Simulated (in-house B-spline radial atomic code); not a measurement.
Configurations of Fe⁸⁺, with energies counted from [Ne] 3s2 3p6. Level of theory: Dirac-Hartree-Fock, average of configuration, Fermi nucleus of rms radius 3.7377 fm; calculated with a radial B-spline atomic code at the basis-set limit. Energies include first-order Breit, QED and recoil terms.

Occupations are held fixed; configurations that lie above the ionisation limit could autoionise.

```tsv
configuration	E - E(ref) (eV)	highest orbital	its <r> (bohr)
[Ne] 3s2 3p5 5s1	168.04	5s1/2	2.848
[Ne] 3s2 3p5 5g1	188.95	5g9/2	3.043
[Ne] 3s2 3p5 6d1	198.34	6d5/2	4.963
[Ne] 3s2 3p5 6g1	202.43	6g9/2	4.868
[Ne] 3s2 3p5 7s1	203.75	7s1/2	6.273
[Ne] 3s2 3p5 7f1	210.01	7f7/2	7.264
[Ne] 3s1 3p6 5p1	217.6	5p3/2	3.003
[Ne] 3s1 3p6 5d1	225.75	5d5/2	3.246
[Ne] 3s1 3p6 7p1	249.64	7p3/2	6.554
[Ne] 3s1 3p6 7g1	254.77	7g9/2	7.028
[He] 2s2 2p5 3s2 3p6 4s1	808.1	4s1/2	1.608
[He] 2s2 2p5 3s2 3p6 6s1	882.53	6s1/2	4.358
```

Task: Order these further configurations by energy, lowest first.
A. [Ne] 3s2 3p5 4f1
B. [Ne] 3s2 3p5 3d1
C. [Ne] 3s1 3p6 4p1
D. [He] 2s2 2p5 3s2 3p6 6g1
E. [Ne] 3s2 3p5 6s1

Result: B (55.334 eV), A (161.95 eV), C (174.39 eV), E (191.12 eV), D (894.2 eV).

Task: How far above the reference does [Ne] 3s2 3p5 4s1 lie?

Result: 118.08 eV; its least bound orbital is 4s1/2 with <r> = 1.63 bohr.

Task: How far above the reference does [Ne] 3s1 3p6 5g1 lie?

Result: 233.16 eV; its least bound orbital is 5g9/2 with <r> = 3.042 bohr.

Task: How far above the reference does [Ne] 3s1 3p6 3d1 lie?

Result: 98.852 eV; its least bound orbital is 3d5/2 with <r> = 0.7512 bohr.

Task: One of these lies 246.6 eV from the reference. Which?
A. [Ne] 3s1 3p6 6g1
B. [He] 2s2 2p5 3s2 3p6 5d1
C. [He] 2s2 2p5 3s2 3p6 7g1
D. [Ne] 3s2 3p5 6f1

Result: A.
